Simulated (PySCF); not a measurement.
# Relaxation of quintet CoH₅

All numbers come from PySCF, UPBE0, basis Co def2-TZVP, H def2-TZVP (no relativity, density fitting). A (50,194) grid was used.

A hand-made square pyramidal start, of C4v symmetry, held to at least that symmetry:

```xyz
6
charge 0 multiplicity 5, angstrom
Co    0.0000    0.0000   -0.0038
H     0.0000    0.0000    1.4262
H     1.3988    0.0000   -0.3011
H     0.0000    1.3988   -0.3011
H    -1.3988    0.0000   -0.3011
H     0.0000   -1.3988   -0.3011
```

Optimiser trace:
```json
{"step": "0", "E − E(last) (kJ/mol)": "197.49", "largest gradient (Eh/bohr)": "0.07109"}
{"step": "1", "E − E(last) (kJ/mol)": "118.15", "largest gradient (Eh/bohr)": "0.05308"}
{"step": "2", "E − E(last) (kJ/mol)": "62.68", "largest gradient (Eh/bohr)": "0.02254"}
{"step": "3", "E − E(last) (kJ/mol)": "49.79", "largest gradient (Eh/bohr)": "0.01079"}
{"step": "4", "E − E(last) (kJ/mol)": "42.94", "largest gradient (Eh/bohr)": "0.01157"}
{"step": "5", "E − E(last) (kJ/mol)": "34.01", "largest gradient (Eh/bohr)": "0.00996"}
{"step": "6", "E − E(last) (kJ/mol)": "23.08", "largest gradient (Eh/bohr)": "0.01003"}
{"step": "7", "E − E(last) (kJ/mol)": "8.26", "largest gradient (Eh/bohr)": "0.00941"}
{"step": "8", "E − E(last) (kJ/mol)": "1.74", "largest gradient (Eh/bohr)": "0.00316"}
{"step": "9", "E − E(last) (kJ/mol)": "0.80", "largest gradient (Eh/bohr)": "0.00968"}
{"step": "10", "E − E(last) (kJ/mol)": "0.08", "largest gradient (Eh/bohr)": "0.00210"}
{"step": "11", "E − E(last) (kJ/mol)": "0.02", "largest gradient (Eh/bohr)": "0.00167"}
{"step": "12", "E − E(last) (kJ/mol)": "0.00", "largest gradient (Eh/bohr)": "0.00051"}
{"step": "13", "E − E(last) (kJ/mol)": "0.00", "largest gradient (Eh/bohr)": "0.00013"}
```

It ends at C4v with Co–H 1.550 Å, Co–H 1.608 Å (×4); H–Co–H 52.4° (×4), H–Co–H 77.3° (×2), H–Co–H 141.4° (×4) (after a last refinement on a finer grid). A frequency run shows 3 imaginary modes, down to 1313i cm⁻¹, so it is a higher-order saddle point.

Final geometry:
```xyz
6
charge 0 multiplicity 5, angstrom
Co    0.0000    0.0000    0.0545
H     0.0000    0.0000    1.6042
H     1.0041    0.0000   -1.2016
H     0.0000    1.0041   -1.2016
H    -1.0041    0.0000   -1.2016
H     0.0000   -1.0041   -1.2016
```

Other spin states or occupations of the open shell can lie lower. At this level a singlet minimum of Cs symmetry lies 225 kJ/mol below this structure.
